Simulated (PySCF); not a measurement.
# C+: excitation energy

C+ [He] 2s2 2p1 (2P) → C+ [He] 2s1 2p1 3d1 (high-spin determinant), as a difference of total energies. All numbers are calculated (PySCF 2.14, the spin-free X2C one-electron Hamiltonian (Gaussian nucleus), in aug-cc-pCVTZ-DK with one added diffuse shell each of s, p, d, f type (8s7p5d3f, 75 functions)). Correlated levels: valence: 1s2 frozen. The calculations carry no spin-orbit coupling.

```tsv
method	excitation energy (eV)
UHF	22.484
MP2 (valence)	23.716
SCS-MP2 (valence)	24.042
CCSD (valence)	24.236
CCSD(T) (valence)	24.261
```

Question: How much does correlation contribute at CCSD(T) (valence)?

Answer: 24.261 − (22.484) = 1.777 eV, measured against UHF.

The promoted electron is Rydberg-like, and one or two diffuse shells describe it only roughly, which tends to raise the upper state.

The determinant of the upper state mixes LS terms, which raises its energy above the lowest term, most at the Hartree-Fock and MP2 levels.
